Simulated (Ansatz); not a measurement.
A nudged elastic band was laid between two geometries of BFHOSi (5 atoms, charge -1, multiplicity 1).

These are results of Ansatz 0.2.0, RKS PBE0-D4/def2-TZVP, not measurements.

| Property | Result |
| --- | --- |
| movable images | 7 |
| climbing image | yes |
| spring | 5.0 eV/Å² |
| optimiser | quadratic models (default) |
| start path | IDPP |
| force threshold | 0.05 eV/Å |
| iteration limit | 60 |
| end points | relaxed |

Initial state:

```xyz
5
Properties=species:S:1:pos:R:3
B -0.607 1.181 0.121
Si 0.115 -0.606 0.001
O -0.510 -1.957 -0.388
F 1.445 -0.682 0.948
H -0.442 2.064 -0.682
```

Final state:

```xyz
5
Properties=species:S:1:pos:R:3
B 0.254 0.935 -0.916
Si -0.116 -0.544 0.269
O -0.918 -1.846 0.101
F 1.046 -0.568 1.417
H -0.266 2.022 -0.872
```

What changes between the two ends?

No bond is made or broken. The dihedral H5–B1–Si2–F4 changes from 100 to -99° by way of a nearly straight angle H5–B1–Si2 (up to 179°), not by a turn about the bond. The two ends are copies of one structure, up to a mirror image or an exchange of like atoms.

What energy profile does the band end with?

The forces met the threshold. The highest image is number 4 of 0 to 8, 0.105 eV above the ends, which have the same energy within 2 meV. A vibrational analysis at the climbing image gives one clearly imaginary mode, 303i cm⁻¹: a first-order saddle point. Limits of this set-up: an anion without diffuse functions, the dipole of an ion depends on the origin.

| image | path coordinate (Å) | energy (eV) | angle H5–B1–Si2 (°) |
| --- | --- | --- | --- |
| 0 | 0.00 | 0.000 | 126 |
| 1 | 0.15 | 0.016 | 138 |
| 2 | 0.31 | 0.054 | 152 |
| 3 | 0.46 | 0.092 | 166 |
| 4 | 0.61 | 0.105 | 179 |
| 5 | 0.76 | 0.088 | 164 |
| 6 | 0.91 | 0.051 | 151 |
| 7 | 1.05 | 0.014 | 137 |
| 8 | 1.20 | 0.000 | 126 |

What is the geometry of the highest image?


```xyz
5
Properties=species:S:1:pos:R:3
B -0.200 1.087 -0.447
Si 0.013 -0.634 0.171
O -0.710 -1.967 -0.103
F 1.263 -0.680 1.218
H -0.367 2.193 -0.838
```

What are the harmonic wavenumbers there?

303i, 213, 340, 365, 701, 745, 880, 1187, 2736 cm⁻¹.

Run time: 4.3 min on 2 threads of Arm Neoverse V1, with other jobs on the host, peak memory 0.23 GiB.
